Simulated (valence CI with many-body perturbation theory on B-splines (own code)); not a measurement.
## Run record, Mo²⁰⁺

Calculated by valence CI with perturbative core correlation (CI+MBPT): four valence electrons over a frozen Dirac-Fock core [Ar], radial functions for each j: 7 s, 7 p, 8 d, 6 f, 4 g, 1 h, with the one-electron correlation potential Σ1 (screened to all orders), the two-electron term Σ2, the three-electron term Σ3, Breit, model QED; selected single and double excitations, second order for the rest, scaled by the run's own slope (own B-spline code, finite nucleus).

Command, and the settings that its task file holds:

```sh
python run_cv.py task.json out
```

```
atom Mo  Z=42  mass_number=98  rms_radius_fm=4.4091
core [Ar]
valence 3d4
avg = 1
basis = M
beyond = 1
breit = 1
cap = 32000
capref = 2200
cscale = 1
de = 0.0
dress = 0
eps = 2e-08
extrap = 1
h = 0.27
hh = 1
l2 = 3
lcore = 6
maxit = 60
n2 = 5
natural = 1
nlev = 190
nno = [4, 4, 5, 4, 3, 1]
nroot = 40
nsp = [3, 3, 3, 2, 1, 0]
pt2 = 1
qed = 1
rpa = 1
s1 = 1
s2 = 1
s3 = 1
screen = 1
tol = 2e-05
whole = 1
```

Task: Roughly how long does this run take on one core of Intel(R) Xeon(R) Processor @ 2.30GHz, and how much memory?

Result: 52 s on 1 thread of Intel(R) Xeon(R) Processor @ 2.30GHz, with other jobs on the host, peak memory 0.68 GiB.

Log. The first blocks belong to the next ion, which gives the ionisation energy. Fields: 2J, parity (1 odd), roots, reference size, generating configurations, candidates as configurations/state functions, variational space P, stored matrix elements, Davidson steps; e2 is the range of second-order energies in hartree. The first line gives the box (bohr), its intervals, the orbitals and the steps of their self-consistent field. Window is the range of levels sought, series limit the energy at which the first omitted orbital would enter, core excitation an estimate of the first excitation out of the core, left out the lowest levels not solved, and shifts from estimates the range by which levels moved from their first estimate, all in cm⁻¹.

```
rmax 5.5 intervals 60 orbitals 59 references ['3d4', '3d3 4s', '3d3 4p'] scf 5 t 1.2
2J=3 par=0 roots 2 ref 41 generators 4 cand 1180/3086 P 1202/3127 nnz 2.7e+06 it 6
2J=3 par=0 roots 2 ref 41 generators 6 cand 355/911 P 1557/4038 nnz 3.8e+06 it 5
   second order: generators 10 cand 3156/7256 e2 -0.00001 -0.00001
2J=5 par=0 roots 2 ref 45 generators 3 cand 976/3148 P 997/3193 nnz 2.8e+06 it 4
2J=5 par=0 roots 2 ref 45 generators 6 cand 381/1061 P 1378/4254 nnz 4.6e+06 it 4
   second order: generators 10 cand 3501/9404 e2 -0.00001 -0.00001
2J=7 par=0 roots 2 ref 35 generators 2 cand 1002/3136 P 1020/3171 nnz 2.8e+06 it 5
2J=7 par=0 roots 2 ref 35 generators 4 cand 477/1317 P 1497/4488 nnz 5.3e+06 it 5
   second order: generators 6 cand 1771/5199 e2 -0.00001 -0.00001
reference levels 1454, estimated 34, window 390288 1/cm; series limit 5695255, core excitation 1063310
2J=0 par=0 roots 5 ref 37 generators 4 cand 867/1511 P 2154/4037 nnz 3.3e+06 it 4
2J=0 par=0 roots 5 ref 37 generators 4 cand 199/331 P 2353/4368 nnz 3.8e+06 it 4
   second order: generators 9 cand 6138/14754 e2 -0.00006 -0.00001
2J=2 par=0 roots 4 ref 93 generators 3 cand 800/3820 P 1272/6378 nnz 9e+06 it 5
2J=2 par=0 roots 4 ref 93 generators 3 cand 1044/4666 P 2316/11044 nnz 2.6e+07 it 5
   second order: generators 5 cand 4317/31568 e2 -0.00003 -0.00001
2J=4 par=0 roots 8 ref 133 generators 4 cand 522/3736 P 860/6346 nnz 9.3e+06 it 8
2J=4 par=0 roots 8 ref 133 generators 4 cand 1529/9822 P 2389/16168 nnz 5.5e+07 it 8
   second order: generators 8 cand 5104/44301 e2 -0.00003 -0.00001
2J=6 par=0 roots 6 ref 136 generators 3 cand 444/3796 P 749/6332 nnz 9.6e+06 it 8
2J=6 par=0 roots 6 ref 136 generators 3 cand 1549/11141 P 2298/17473 nnz 6.5e+07 it 7
   second order: generators 5 cand 4385/56113 e2 -0.00003 -0.00001
2J=8 par=0 roots 7 ref 121 generators 4 cand 470/3705 P 785/6311 nnz 9.5e+06 it 6
2J=8 par=0 roots 7 ref 121 generators 4 cand 1526/10664 P 2311/16975 nnz 6.2e+07 it 8
   second order: generators 6 cand 3553/40377 e2 -0.00003 -0.00001
2J=10 par=0 roots 2 ref 88 generators 2 cand 524/3800 P 904/6295 nnz 9.6e+06 it 4
2J=10 par=0 roots 2 ref 88 generators 2 cand 1120/7099 P 2024/13394 nnz 4e+07 it 5
   second order: generators 2 cand 400/2445 e2 -0.00001 -0.00001
2J=12 par=0 roots 2 ref 56 generators 2 cand 694/3860 P 1207/6394 nnz 9.8e+06 it 5
2J=12 par=0 roots 2 ref 56 generators 2 cand 745/4166 P 1952/10560 nnz 2.6e+07 it 5
   second order: generators 2 cand 237/1396 e2 -0.00001 -0.00001
left out: unestimated 2857224, estimated none, shifts from estimates -266 to 3
operators 1.3
```

The Davidson iterations converged.

No measured levels were compared; by estimate terms of the open shell hold to 2 to 4 % of their energy, and close levels can change places. Only levels of the ground parity were solved; by the run's estimate the other parity begins above the list, which can be wrong where configurations are misplaced.

```yaml
Valence_energy: -145.0298 hartree
Ionisation_energy: "890.36 eV (NIST: 890 ± 4 eV (theoretical))"
Reference_configurations_for_the_orbitals: 3d4, 3d3 4s, 3d3 4p
Radial_orbitals: 59
Box_radius: 5.457 bohr
Largest_variational_space: 17473
Lowest_levels: 3d⁴ ⁵D_0 0.000, 3d⁴ ⁵D_1 1.263, 3d⁴ ⁵D_2 2.581, 3d⁴ ⁵D_3 3.770, 3d⁴ ⁵D_4 4.773, 3d⁴ ³P_0 [a] 8.690, 3d⁴ ³H_4 9.752, 3d⁴ ³G_3 11.690, 3d⁴ ³P_1 [a] 11.769, 3d⁴ ³H_5 11.782, 3d⁴ ³F_2 [a] 12.145, 3d⁴ ³H_6 12.707, 3d⁴ ³F_4 [a] 13.729, 3d⁴ ³P_2 [a] 14.614 eV
```

Names give the largest LS component (configuration and term), which can be under half, so a name can repeat, a term be missing and a line seem to break the LS rules; names also repeat where a configuration has a term twice. Letters in brackets count levels of one name in rising energy.
